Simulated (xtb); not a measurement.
Si(Cl)2(Br)(NH2) (BrCl₂H₂NSi), SMILES N[Si](Cl)(Br)Cl. All values are semi-empirical tight-binding results from xtb (GFN2-xTB unless named), good for trends rather than for accurate numbers. Coordinates come from a GFN2-xTB optimisation. The structure was generated by enumeration, and PubChem lists no compound with its InChIKey, so it may never have been made. Other conformers were not sampled.

Optimised geometry:

```xyz
7

N      2.0031    -0.4638    -0.4943
Si     0.3638     0.0121    -0.4525
Cl    -0.6610    -1.1510    -1.7280
Cl     0.2676     1.9666    -0.8999
Br    -0.4981    -0.2707     1.5742
H      2.2726    -1.4326    -0.5064
H      2.7328     0.1202    -0.1230
```

Computed properties:
```yaml
point_group_as_xtb_finds_it: Cs
orbital_gap: 6.65 eV
zero_point_energy: 18.5 kcal/mol
G − E(el) at 298.15 K (modified RRHO): -3.0 kcal/mol
static polarisability (D4 model): 88.2 bohr³
solvation energy, GFN2-xTB/ALPB(water): -4.7 kcal/mol
solvation energy, GFN2-xTB/ALPB(chcl3): -6.5 kcal/mol
```

Question: Give the atomic charges and the Wiberg bond orders between heavy atoms. (An estimate is asked for; the answer gives what the named calculation found.)

Answer: charges (e) N1 -0.37, Si2 0.57, Cl3 -0.21, Cl4 -0.21, Br5 -0.14, H6 0.18, H7 0.18. Bond orders N1–Si2 1.18, Si2–Cl3 1.07, Si2–Cl4 1.07, Si2–Br5 1.06.
